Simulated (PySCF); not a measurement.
Consider `CCO[SiH3]` (C2H8OSi). Atom numbers as in the mapped SMILES `[CH3:1][CH2:2][O:3][SiH3:4]`.

Level of theory: ωB97X-D3(BJ)/def2-TZVP single points in PySCF, grid level 2; every species was optimised with PBE0-D3(BJ)/def2-SVP. Thermal corrections: GFN2-xTB frequencies, unscaled, ideal gas at 298.15 K and 1 bar, quasi-RRHO entropy. These were taken at the GFN2-xTB minima.

Question: Rank these bonds by dissociation enthalpy, weakest first.
A. C1–C2
B. C1–H
C. O3–Si4
D. C2–O3

Answer: A (368 kJ/mol), D (388 kJ/mol), B (423 kJ/mol), C (457 kJ/mol).

Not ranked, since the method can't order them against a listed neighbour: Si4–H (388 kJ/mol), C2–H (390 kJ/mol).

Question: For C1–C2, what are ΔE (electronic) and ΔG(298 K) of the homolysis?

Answer: ΔE = 396 and ΔG = 316 kJ/mol, beside ΔH = 368 kJ/mol. The radicals are CH3• and `[CH2]O[SiH3]`.

Caveats: the order of C2–O3 and Si4–H, of Si4–H and C2–H is undecided: the gaps lie inside the method's error (some 10 kJ/mol, one structure a species).
